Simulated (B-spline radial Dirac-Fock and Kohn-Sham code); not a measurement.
Binding energies of S⁴⁺ at several levels of theory

System: S⁴⁺, [Ne] 3s1 3p1 (not the ground configuration).

The density-functional columns are spherical, spin-unpolarised Dirac-Kohn-Sham results without Breit or QED terms: −ε is minus the orbital energy of the initial state and ΔSCF the difference of two total energies. The reference in the last column comes from relaxed Dirac-Fock hole states (ΔSCF) with Breit and QED corrections and a finite nucleus. All numbers are from a radial atomic solver, in eV; a selection of levels is shown. The Kohn-Sham columns are given as differences from the reference.

| level | LDA −ε − DF | LDA ΔSCF − DF | Dirac-Fock |
| --- | --- | --- | --- |
| L2 | -20.1 | +2.4 | 238.0 |
| L3 | -20.1 | +2.2 | 236.8 |
| M1 | -6.6 | +0.7 | 73.17 |
| M2,3 | -5.8 | +1.1 | 59.98 |

Values without a named source are computed, but for edge energies of neutral atoms, which are taken from tables.
